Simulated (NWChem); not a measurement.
hydrogen telluride (H$_{2}$Te); SMILES [TeH2]

Computed with NWChem. The geometry was optimised at PBE0-D3(BJ)/def2-TZVP. def2 effective core potentials on Te; no spin-orbit coupling. Vertical excitations in the gas phase; the lowest state need not have the same character in each row.

```json
[
 {"level": "B3LYP/def2-SVP, TDA", "basis functions": "36", "lowest excitation, singlet (eV)": "4.23", "oscillator strength of that lowest state": "0.000", "lowest state with f > 0.02, singlet (eV)": "8.06", "oscillator strength of that bright state": "0.131", "orbital gap (eV)": "5.42", "relative time": "1"},
 {"level": "B3LYP/def2-SVPD, TDA", "basis functions": "51", "lowest excitation, singlet (eV)": "4.15", "oscillator strength of that lowest state": "0.000", "lowest state with f > 0.02, singlet (eV)": "4.78", "oscillator strength of that bright state": "0.043", "orbital gap (eV)": "5.34", "relative time": "2"},
 {"level": "B3LYP/def2-TZVP, TDA", "basis functions": "62", "lowest excitation, singlet (eV)": "4.20", "oscillator strength of that lowest state": "0.000", "lowest state with f > 0.02, singlet (eV)": "7.81", "oscillator strength of that bright state": "0.081", "orbital gap (eV)": "5.40", "relative time": "5"},
 {"level": "B3LYP/def2-TZVPD, TDA", "basis functions": "77", "lowest excitation, singlet (eV)": "4.15", "oscillator strength of that lowest state": "0.000", "lowest state with f > 0.02, singlet (eV)": "4.77", "oscillator strength of that bright state": "0.040", "orbital gap (eV)": "5.34", "relative time": "6"}
]
```

Times are rough ratios from one shared machine.
